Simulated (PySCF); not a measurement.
## Ba: ionisation energy

Ba [Xe] 6s2 → Ba⁺ [Xe] 6s1 [6s1/2^1, M_J = 1/2], as a difference of total energies. Computed with PySCF 2.14 in x2c-TZVPPall-2c (11s11p9d2f1g, 112 functions), with the two-component X2C-1e Hamiltonian. Correlated levels: [Kr] 4d10 frozen; the 24 highest virtual spinors dropped. "Screened" scales the spin-orbit matrix elements by Boettger's factors to mimic the two-electron term; Breit and QED terms are absent.

```tsv
method	ionisation energy (eV)	error (eV)
GHF (screened spin-orbit)	4.274	-0.938
GMP2 (screened spin-orbit)	5.071	-0.141
```

Reference: 5.212 eV (measured; NIST Atomic Spectra Database, ionization energies).

Errors of the correlated levels include the incompleteness of this basis and the frozen core.
